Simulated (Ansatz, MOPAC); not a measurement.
Species: CNO (charge 0, doublet). SMILES: C([O])#N
Geometry: optimised at B3LYP-D3(BJ)/def2-TZVP (Ansatz, an electronic-structure program).

Quantity: enthalpy of formation at 298 K, in kcal/mol. Terms: open shells spin-unrestricted; frozen cores in correlated levels; 6-31G* and kin with 6d, 5d where marked; 6-311+G** with 5d; spin-orbit terms left out; no dispersion term unless named; PM7 with its own dispersion and hydrogen-bond terms; non-relativistic. CBS(X,Y): correlation extrapolated as X^-3; Hartree-Fock from the larger set. First-principles rows: single points at B3LYP-D3(BJ) geometries (Ansatz), with unscaled harmonic terms from B3LYP/6-31G* at its own minima, enthalpies of formation by atomisation with measured atoms. Semi-empirical rows: MOPAC heats of formation at their own minima for 298 K. A UHF reference is markedly spin-contaminated in at least one set, which strains HF and MP2.

Measured values: Active Thermochemical Tables 1.112 (ions: stationary electron), as tabulated in the package chemicals; they hold spin-orbit and core effects, anharmonicity. 

Value to compare with, the measured value: 30.4 kcal/mol.

```json
[
 {"level": "PM7", "program": "MOPAC", "enthalpy of formation at 298 K (kcal/mol)": "33.5", "error": "3.1"},
 {"level": "HF/6-31G*", "program": "Ansatz", "enthalpy of formation at 298 K (kcal/mol)": "173.3", "error": "142.9"},
 {"level": "HF/6-311+G**", "program": "Ansatz", "enthalpy of formation at 298 K (kcal/mol)": "173.2", "error": "142.8"},
 {"level": "SVWN5/6-31G*", "program": "Ansatz", "enthalpy of formation at 298 K (kcal/mol)": "-45.1", "error": "-75.5"},
 {"level": "PBE/6-31G*", "program": "Ansatz", "enthalpy of formation at 298 K (kcal/mol)": "0.0", "error": "-30.4"},
 {"level": "B3LYP/3-21G", "program": "Ansatz", "enthalpy of formation at 298 K (kcal/mol)": "57.3", "error": "26.9"},
 {"level": "B3LYP/6-31G*", "program": "Ansatz", "enthalpy of formation at 298 K (kcal/mol)": "28.0", "error": "-2.4"},
 {"level": "PBE/def2-TZVPD", "program": "Ansatz", "enthalpy of formation at 298 K (kcal/mol)": "-1.8", "error": "-32.2"},
 {"level": "B3LYP-D3(BJ)/def2-TZVPD", "program": "Ansatz + dftd3", "enthalpy of formation at 298 K (kcal/mol)": "23.5", "error": "-6.9"},
 {"level": "CCSD(T)/CBS(cc-pVTZ,cc-pVQZ)", "program": "Ansatz", "enthalpy of formation at 298 K (kcal/mol)": "32.7", "error": "2.3"}
]
```

4 of the 7 habitual levels lie above the measured value; their mean absolute error is 60.6 kcal/mol, the median 30.4.

The levels are drawn from those run, B3LYP/6-31G* more often than the rest, none by its result; runs whose electronic state is in doubt are left out.
